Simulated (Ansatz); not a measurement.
Basis-set extrapolation for C$_{4}$H$_{9}$B, SMILES `CCB1CC1` (PBE0-D4/def2-TZVP geometry, frozen core, Ansatz). Multiplicity 1, RHF reference.

```tsv
	def2-TZVPP	def2-QZVPP
HF	-181.414186	-181.422610
MP2 correlation	-0.784798	-0.833725
CCSD(T) correlation	-0.870314	not run
```

Energies in hartree. Use E(X) = E(∞) + A·exp(−7.88·√X) for Hartree–Fock and E(X) = E(∞) + B·X^(−2.97) for correlation, with X = 3 and 4, and add CCSD(T) minus MP2 of the smaller set to the MP2 limit.

Problem. What is the CCSD(T) energy at the basis-set limit?

Solution. HF limit: -181.422610 + (-0.008424) × 0.13774 = -181.42377. MP2 limit: -0.833725 + (-0.048927) × 0.74074 = -0.86997. Higher-order term: -0.870314 − (-0.784798) = -0.08552. Total: -182.37926 hartree, 59.5 kcal/mol below CCSD(T)/def2-TZVPP.
